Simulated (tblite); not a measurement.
Species: CH12O3Si4.
Cartesian coordinates in Å at the GFN2-xTB level; atoms count from 1:
```
atom  x, y, z in Å
C1     2.1054    0.5384    0.8543
Si2    2.2308   -0.1153   -0.9223
O3     0.7833   -0.1254   -1.6667
Si4   -0.8150   -0.2693   -1.5652
O5    -1.2167   -1.5010   -0.6013
Si6   -1.0574   -2.1270    0.8824
O7    -1.4313    1.1018   -0.9824
Si8   -1.9299    1.9788    0.2831
H9     1.4570   -0.0895    1.4620
H10    3.0774    0.5739    1.3378
H11    1.6933    1.5449    0.8707
H12    3.0237    0.7667   -1.7809
H13    2.7142   -1.5004   -0.9415
H14   -1.3585   -0.5222   -2.8752
H15   -1.3418   -1.1048    1.8943
H16   -2.0534   -3.1946    0.8845
H17    0.3117   -2.6267    1.0362
H18   -0.9734    1.8802    1.3898
H19   -1.9876    3.3337   -0.2601
H20   -3.2370    1.4684    0.6976
```

Calculated harmonic vibrations of the isolated species, GFN2-xTB (tblite), most abundant isotopes, no scaling. The method is semi-empirical: single wavenumbers can be off by several per cent or more. Modes of hydrogen on silicon can be 10 to 20 % off. One conformer, not necessarily the lowest.

Harmonic wavenumbers (cm⁻¹): 28.3, 34.5, 44.2, 55.6, 67.7, 76.4, 90.4, 102.4, 110.8, 127.1, 196.7, 248.8, 267.4, 358.9, 472.2, 517.7, 586.1, 591.4, 599.0, 603.3, 624.3, 627.5, 637.5, 696.3, 711.7, 721.6, 757.5, 757.8, 766.1, 779.7, 790.2, 796.3, 812.0, 821.2, 826.4, 849.8, 1071.7, 1079.9, 1121.5, 1370.6, 1481.5, 1483.6, 2207.3, 2215.8, 2222.4, 2237.7, 2244.5, 2254.5, 2277.8, 2285.0, 2464.2, 3018.0, 3024.2, 3044.7.

A = 998.3, B = 786.6, C = 625.6 MHz; mass 183.986 u (most abundant isotopes); point group C1, symmetry number 1.

Question: What is the zero-point energy?

Answer: Half the sum of the wavenumbers: 27130 cm⁻¹ = 324.54 kJ/mol.

Question: Give the ideal-gas entropy at 500 K and 1 bar in the rigid-rotor, harmonic-oscillator model (classical rotation).

Answer: Translation 184.64, rotation 135.56, vibration 358.31: S = 678.5 J/(mol K).

Question: And Cp and H(500 K) − H(0)?

Answer: Cp = 303.15 J/(mol K), of which vibrations give 269.89 (their classical limit is 54 R = 449.0); H(500 K) − H(0) = 97.01 kJ/mol without the zero-point energy, 80.38 from vibrations.

Question: How do the functions run with temperature in this model?

Answer: 
```csv
T (K),S (J/(mol K)),Cp (J/(mol K)),H − H(0) (kJ/mol),G − H(0) (kJ/mol),ln q(vib)
100,362.7,121.3,8.47,-27.80,5.36
200,461.8,173.1,23.06,-69.30,10.83
300,542.7,228.0,43.19,-119.61,15.49
800,836.3,367.2,198.46,-470.56,34.35
1000,921.3,394.4,274.78,-646.54,40.48
```

q(vib) and H(0) count from the zero-point level.

Question: What must be added to the electronic energy to get the Gibbs energy at 500 K and 1 bar?

Answer: ZPE + [H(500 K) − H(0)] − T·S = 324.54 + 97.01 − 339.26 = 82.29 kJ/mol.

Question: Blend soft modes into free rotors: weight 1/[1 + (100 cm⁻¹/ν̃)⁴] for the oscillator and the rest for a rotor with moment μB/(μ + B), μ = h/(8π²ν), B = 10⁻⁴⁴ kg m². What vibrational entropy results?

Answer: 308.20 J/(mol K) in place of 358.31, which changes −T·S at 500 K by +25.05 kJ/mol.

Hindered rotation and anharmonicity are outside this model. Other conformers, if any are populated, would add a mixing term that is left out. The structure is chiral; the term R ln 2 for an equal mix with its mirror image is left out.

The run took 1.2 s of wall time on one thread of an Arm Neoverse V1 (shared host). The figure is for the frequency step alone.
